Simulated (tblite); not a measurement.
Species: C8H9 (doublet state).
Z-matrix (Å and degrees, GFN2-xTB geometry), rows numbered from 1:
```
C 
C   1  1.5298
C   2  1.5023  1  110.53
C   3  1.3991  2  120.17  1    89.13
C   4  1.3612  3  118.07  2  -178.20
C   5  1.3637  4  125.10  3     0.21
C   6  1.3934  5  116.85  4     0.13
C   7  1.3831  6  119.99  5    -0.22
H   1  1.0877  2  110.50  3   179.90
H   1  1.0878  2  110.36  3   -59.87
H   1  1.0877  2  110.33  3    59.67
H   2  1.0924  1  109.40  3  -120.71
H   2  1.0919  1  109.32  3   121.03
H   4  1.0803  3  119.90  2     1.85
H   6  1.0792  5  122.33  4  -179.95
H   7  1.0811  6  119.65  5   179.85
H   8  1.0814  3  119.16  2    -2.06
```

Computed with GFN2-xTB (tblite): harmonic, unscaled wavenumbers at the GFN2-xTB geometry, gas phase. Errors from tens to a few hundred cm⁻¹ against measured bands are possible. One conformer, not necessarily the lowest. Open shells enter through the occupations alone, without spin polarisation, and single modes of such species can be off by tens of per cent.

Harmonic wavenumbers (cm⁻¹): 40.5, 124.9, 202.3, 276.7, 349.5, 376.3, 468.8, 523.6, 582.7, 634.5, 754.5, 775.9, 821.3, 849.7, 875.0, 903.7, 952.8, 1024.4, 1056.5, 1079.0, 1093.1, 1110.7, 1168.3, 1206.0, 1230.1, 1244.1, 1294.8, 1316.0, 1408.5, 1409.3, 1457.4, 1484.9, 1497.2, 1505.4, 1520.8, 1613.1, 2970.1, 2982.3, 3031.6, 3034.3, 3039.7, 3056.1, 3065.9, 3069.0, 3081.3.

A = 4827, B = 1515, C = 1272 MHz; mass 105.070 u (most abundant isotopes); point group C1, symmetry number 1; spin multiplicity 2.

**Question.** What is the zero-point energy?

**Answer.** Half the sum of the wavenumbers: 30781 cm⁻¹ = 368.23 kJ/mol.

**Question.** Give the ideal-gas entropy at 350 K and 1 bar in the rigid-rotor, harmonic-oscillator model (classical rotation).

**Answer.** Translation 170.24, rotation 118.89, vibration 93.11, spin (R ln 2) 5.76: S = 388.0 J/(mol K).

**Question.** And Cp and H(350 K) − H(0)?

**Answer.** Cp = 147.80 J/(mol K), of which vibrations give 114.55 (their classical limit is 45 R = 374.2); H(350 K) − H(0) = 29.52 kJ/mol without the zero-point energy, 17.88 from vibrations.

**Question.** Which modes carry the vibrational entropy at 350 K?

**Answer.** 40.5 cm⁻¹: 23.23; 124.9 cm⁻¹: 13.95; 202.3 cm⁻¹: 10.08; 276.7 cm⁻¹: 7.68; 349.5 cm⁻¹: 5.98; 376.3 cm⁻¹: 5.47 J/(mol K); the other 39 give 26.72 together.

**Question.** Blend soft modes into free rotors: weight 1/[1 + (100 cm⁻¹/ν̃)⁴] for the oscillator and the rest for a rotor with moment μB/(μ + B), μ = h/(8π²ν), B = 10⁻⁴⁴ kg m². What vibrational entropy results?

**Answer.** 85.79 J/(mol K) in place of 93.11, which changes −T·S at 350 K by +2.56 kJ/mol.

**Question.** How do the functions run with temperature in this model?

**Answer.** 
```csv
T (K),S (J/(mol K)),Cp (J/(mol K)),H − H(0) (kJ/mol),G − H(0) (kJ/mol),ln q(vib)
50,239.0,44.9,1.93,-10.01,0.40
100,274.0,58.0,4.50,-22.90,1.09
298.15,366.0,127.1,22.40,-86.73,4.16
373.15,397.8,156.8,33.05,-115.37,5.46
500,450.1,201.4,55.87,-169.17,7.80
750,544.4,263.3,114.57,-293.75,12.59
1000,626.0,302.9,185.68,-440.31,17.29
```

q(vib) and H(0) count from the zero-point level.

**Question.** What must be added to the electronic energy to get the Gibbs energy at 350 K and 1 bar?

**Answer.** ZPE + [H(350 K) − H(0)] − T·S = 368.23 + 29.52 − 135.80 = 261.95 kJ/mol.

Hindered rotation and anharmonicity are outside this model. Other conformers, if any are populated, would add a mixing term that is left out. The structure is chiral; the term R ln 2 for an equal mix with its mirror image is left out.
